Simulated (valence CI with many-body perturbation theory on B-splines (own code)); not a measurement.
# Energy levels of Sr33+

Calculated by relativistic CI+MBPT: three valence electrons over a frozen Dirac-Fock core [He], radial functions for each j: 9 s, 9 p, 8 d, 6 f, 3 g, 1 h, with the one-electron correlation potential Σ1 (screened to all orders), the two-electron term Σ2, the three-electron term Σ3, Breit, model QED; selected single and double excitations, second order for the rest, scaled by the run's own slope (own B-spline code, finite nucleus).

The last digits are not significant, and no measured levels were compared; by estimate large intervals hold to a few tenths of a per cent, small ones and those within an open d or f shell to about a per cent.

Levels 1 to 45 of 58, with energies above the lowest level, (2s^2 2p1/2) J=1/2. "Leading %" is the weight of the configuration and term that name the level; weights of strongly mixed levels are sums over their largest components and can fall short, so below about 35 % the name and the second component can differ from the true leading terms, or belong to a minority configuration. In the jj column 3d3/2^4 stands for four electrons in 3d with j = 3/2. Lifetimes count E1, E2, E3, M1 and M2 decay at the calculated energies, and are blank where another channel may lead or the interval is too uncertain; long ones can be off by a factor of two.

| No. | Configuration | Term | J | E (× 10³ cm⁻¹) | Leading % | Lifetime | Second component | Leading jj |
| --- | --- | --- | --- | --- | --- | --- | --- | --- |
| 1 | 2s²2p | ²P° | 1/2 | 0.00 | 99 |  |  | 2s^2 2p1/2 (99 %) |
| 2 | 2s²2p | ²P° | 3/2 | 623.30 | 98 | 462 ns |  | 2s^2 2p3/2 (98 %) |
| 3 | 2s2p² | ⁴P | 1/2 | 762.65 | 78 | 560 ps | 16 % 2s2p² ²S | 2s 2p1/2^2 (86 %) |
| 4 | 2s2p² | ⁴P | 3/2 | 1183.5 | 96 | 5.93 ns |  | 2s 2p1/2 2p3/2 (98 %) |
| 5 | 2s2p² | ⁴P | 5/2 | 1340.6 | 65 | 808 ps | 35 % 2s2p² ²D | 2s 2p1/2 2p3/2 (90 %) |
| 6 | 2s2p² | ²D | 3/2 | 1627.3 | 79 | 15.4 ps | 20 % 2s2p² ²P | 2s 2p1/2 2p3/2 (96 %) |
| 7 | 2s2p² | ²P | 1/2 | 1690.6 | 74 | 8.11 ps | 14 % 2s2p² ⁴P | 2s 2p1/2 2p3/2 (84 %) |
| 8 | 2s2p² | ²D | 5/2 | 1967.3 | 65 | 57.4 ps | 35 % 2s2p² ⁴P | 2s 2p3/2^2 (90 %) |
| 9 | 2s2p² | ²S | 1/2 | 2353.3 | 71 | 9.74 ps | 22 % 2s2p² ²P | 2s 2p3/2^2 (94 %) |
| 10 | 2s2p² | ²P | 3/2 | 2363.7 | 79 | 6.24 ps | 18 % 2s2p² ²D | 2s 2p3/2^2 (93 %) |
| 11 | 2p³ | ⁴S° | 3/2 | 2515.1 | 44 | 10.6 ps | 34 % 2p³ ²P° | 2p1/2^2 2p3/2 (93 %) |
| 12 | 2p³ | ²D° | 3/2 | 3003.4 | 52 | 8.42 ps | 44 % 2p³ ⁴S° | 2p1/2 2p3/2^2 (96 %) |
| 13 | 2p³ | ²D° | 5/2 | 3111.3 | 100 | 10.8 ps |  | 2p1/2 2p3/2^2 (100 %) |
| 14 | 2p³ | ²P° | 1/2 | 3323.4 | 99 | 6.33 ps |  | 2p1/2 2p3/2^2 (99 %) |
| 15 | 2p³ | ²P° | 3/2 | 3819.8 | 61 | 5.73 ps | 27 % 2p³ ²D° | 2p3/2^3 (97 %) |
| 16 | 2s²3s | ²S | 1/2 | 19105 | 96 | 69.7 fs |  | 2s^2 3s (96 %) |
| 17 | 2s²3p | ²P° | 1/2 | 19394 | 94 | 1.23 ps |  | 2s^2 3p1/2 (94 %) |
| 18 | 2s²3p | ²P° | 3/2 | 19567 | 90 | 711 fs |  | 2s^2 3p3/2 (90 %) |
| 19 | 2s2p3s | ⁴P° | 1/2 | 19672 | 91 | 72.3 fs | 6 % 2s2p3s ²P° | 2s 2p1/2 3s (97 %) |
| 20 | 2s2p3s | ⁴P° | 3/2 | 19768 | 74 | 65.7 fs | 19 % 2s2p3s ²P° | 2s 2p1/2 3s (86 %) |
| 21 | 2s²3d | ²D | 3/2 | 19821 | 95 | 9.19 fs |  | 2s^2 3d3/2 (95 %) |
| 22 | 2s2p3s | ²P° | 1/2 | 19859 | 93 | 102 fs | 5 % 2s2p3s ⁴P° | 2s 2p1/2 3s (93 %) |
| 23 | 2s²3d | ²D | 5/2 | 19876 | 96 | 10.2 fs |  | 2s^2 3d5/2 (96 %) |
| 24 | 2s2p3p | ⁴D | 1/2 | 19919 | 74 | 104 fs | 20 % 2s2p3p ²P | 2s 2p1/2 3p1/2 (99 %) |
| 25 | 2s2p3p | ⁴D | 3/2 | 20005 | 56 | 99.5 fs | 20 % 2s2p3p ²P | 2s 2p1/2 3p1/2 (90 %) |
| 26 | 2s2p3p | ⁴P | 1/2 | 20135 | 61 | 79.9 fs | 20 % 2s2p3p ²S | 2s 2p1/2 3p1/2 (92 %) |
| 27 | 2s2p3p | ⁴P | 3/2 | 20151 | 28 | 73.5 fs | 23 % 2s2p3p ⁴D | 2s 2p1/2 3p3/2 (97 %) |
| 28 | 2s2p3p | ²P | 1/2 | 20222 | 49 | 26.6 fs | 17 % 2s2p3p ⁴P | 2s 2p1/2 3p3/2 (87 %) |
| 29 | 2s2p3p | ⁴D | 5/2 | 20232 | 66 | 805 fs | 17 % 2s2p3p ²D | 2s 2p1/2 3p3/2 (89 %) |
| 30 | 2s2p3p | ²D | 3/2 | 20265 | 52 | 32.3 fs | 20 % 2s2p3p ⁴S | 2s 2p1/2 3p3/2 (93 %) |
| 31 | 2s2p3s | ⁴P° | 5/2 | 20282 | 96 | 43.6 fs |  | 2s 2p3/2 3s (96 %) |
| 32 | 2s2p3d | ⁴F° | 3/2 | 20327 | 79 | 53.3 fs | 12 % 2s2p3d ²D° | 2s 2p1/2 3d3/2 (98 %) |
| 33 | 2s2p3s | ²P° | 3/2 | 20391 | 83 | 63.5 fs | 15 % 2s2p3s ⁴P° | 2s 2p3/2 3s (97 %) |
| 34 | 2s2p3d | ⁴F° | 5/2 | 20395 | 71 | 29.0 fs | 17 % 2s2p3d ⁴D° | 2s 2p1/2 3d3/2 (56 %) |
| 35 | 2s2p3d | ⁴P° | 5/2 | 20457 | 42 | 13.9 fs | 23 % 2s2p3d ²D° | 2s 2p1/2 3d5/2 (68 %) |
| 36 | 2s2p3d | ⁴D° | 3/2 | 20484 | 47 | 8.21 fs | 27 % 2s2p3d ⁴P° | 2s 2p1/2 3d3/2 (68 %) |
| 37 | 2s2p3d | ⁴D° | 1/2 | 20488 | 70 | 6.59 fs | 20 % 2s2p3d ²P° | 2s 2p1/2 3d3/2 (90 %) |
| 38 | 2s2p3d | ⁴F° | 7/2 | 20502 | 55 | 14.2 fs | 27 % 2s2p3d ⁴D° | 2s 2p1/2 3d5/2 (91 %) |
| 39 | 2s2p3d | ²D° | 3/2 | 20577 | 49 | 12.4 fs | 38 % 2s2p3d ²P° | 2s 2p1/2 3d5/2 (63 %) |
| 40 | 2s2p3d | ²F° | 5/2 | 20590 | 64 | 12.4 fs | 13 % 2s2p3d ⁴P° | 2s 2p1/2 3d5/2 (83 %) |
| 41 | 2s2p3p | ⁴P | 3/2 | 20608 | 50 | 91.9 fs | 18 % 2s2p3p ⁴S | 2s 2p3/2 3p1/2 (98 %) |
| 42 | 2s2p3p | ²D | 5/2 | 20629 | 39 | 50.4 fs | 35 % 2s2p3p ⁴P | 2s 2p3/2 3p1/2 (95 %) |
| 43 | 2s2p3s | ²P° | 1/2 | 20690 | 94 | 49.2 fs |  | 2s 2p3/2 3s (92 %) |
| 44 | 2s2p3s | ²P° | 3/2 | 20708 | 87 | 99.5 fs | 8 % 2s2p3s ⁴P° | 2s 2p3/2 3s (90 %) |
| 45 | 2s2p3p | ⁴D | 7/2 | 20725 | 100 | 17.8 ps |  | 2s 2p3/2 3p3/2 (100 %) |

The ionisation energy to 2s² ¹S0 of the next ion comes out as 4233.8 eV (NIST: 4232 ± 3 eV (semi-empirical)). All 58 levels together are meant to be complete up to 21093 × 10³ cm⁻¹.
